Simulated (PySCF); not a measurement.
From one molecule to another.

First species: C₂H₄AsN.
SMILES: `N#CC[AsH2]`

Second species: C9H10O.
Atom-mapped SMILES: `[CH2:1]=[CH:2]/[CH:3]=[C:4](\[CH3:5])[c:6]1[cH:7][cH:8][cH:9][o:10]1` (hydrogens: H11, H12 on C1; H13 on C2; H14 on C3; H15, H16, H17 on C5; H18 on C7; H19 on C8; H20 on C9)

Levels: wB97X-D/def2-SVPD for dipole moment, HOMO energy, LUMO energy, HOMO–LUMO gap, static isotropic polarisability and electronic spatial extent ⟨r²⟩ about the centre of nuclear charge; TDDFT wB97X-D/def2-SVPD for lowest singlet excitation; TDA wB97X-D/def2-SVPD for lowest triplet excitation (Tamm–Dancoff); ΔSCF wB97X-D/def2-SVPD for vertical ionisation energy; PBE0-D3(BJ)/def2-SVP for rotational constant A and rotational constant C. Geometries: PBE0-D3(BJ)/def2-SVP. Each structure is a single optimised conformer of the isolated species, non-relativistic unless stated; the electronic structure was computed with PySCF and density fitting.

Dipoles, sizes and rotational constants follow the conformer. The torsions of the flexible species, by atom-mapped SMILES:
- `[N:1]#[C:2][CH2:3][AsH2:4]`: H–As4–C3–C2 46°, H–As4–C3–C2 -46°
- `[CH2:1]=[CH:2]/[CH:3]=[C:4](\[CH3:5])[c:6]1[cH:7][cH:8][cH:9][o:10]1`: C1–C2–C3–C4 180°, C3–C4–C6–C7 180°

Values for the first species:

* Dipole moment: 3.65 D
* HOMO energy: -9.80 eV
* LUMO energy: 1.12 eV
* HOMO–LUMO gap: 10.92 eV
* Lowest singlet excitation: 6.43 eV
* Lowest triplet excitation (Tamm–Dancoff): 5.36 eV
* Static isotropic polarisability: 60.2 au
* Vertical ionisation energy: 10.28 eV
* Electronic spatial extent ⟨r²⟩ about the centre of nuclear charge: 572 bohr²
* Rotational constant A: 18.668 GHz
* Rotational constant C: 1.927 GHz

Task: Estimate the same properties for the second species, and the change in each.

Result: 
| property | first | second | second less first |
| --- | --- | --- | --- |
| dipole moment | 3.65 D | 1.00 D | -2.65 D |
| HOMO energy | -9.80 eV | -7.42 eV | +2.38 eV |
| LUMO energy | 1.12 eV | 0.26 eV | -0.86 eV |
| HOMO–LUMO gap | 10.92 eV | 7.68 eV | -3.24 eV |
| lowest singlet excitation | 6.43 eV | 4.34 eV | -2.09 eV |
| lowest triplet excitation (Tamm–Dancoff) | 5.36 eV | 2.48 eV | -2.88 eV |
| static isotropic polarisability | 60.2 au | 128.5 au | +68.3 au |
| vertical ionisation energy | 10.28 eV | 7.41 eV | -2.87 eV |
| electronic spatial extent ⟨r²⟩ about the centre of nuclear charge | 572 bohr² | 1828 bohr² | +1256 bohr² |
| rotational constant A | 18.668 GHz | 3.175 GHz | -15.493 GHz |
| rotational constant C | 1.927 GHz | 0.608 GHz | -1.319 GHz |

On the first: The ΔSCF ionisation energy exceeds −ε(HOMO) by 0.48 eV with wB97X-D. The calculation is non-relativistic and has no spin–orbit coupling, an omission that weighs most on arsenic.

On the second: The ΔSCF ionisation energy falls short of −ε(HOMO) by 0.01 eV with wB97X-D. The polarisability is 19.04 Å³ as a volume (1 au = 0.148185 Å³), or 1.78 au for each of the 72 electrons.
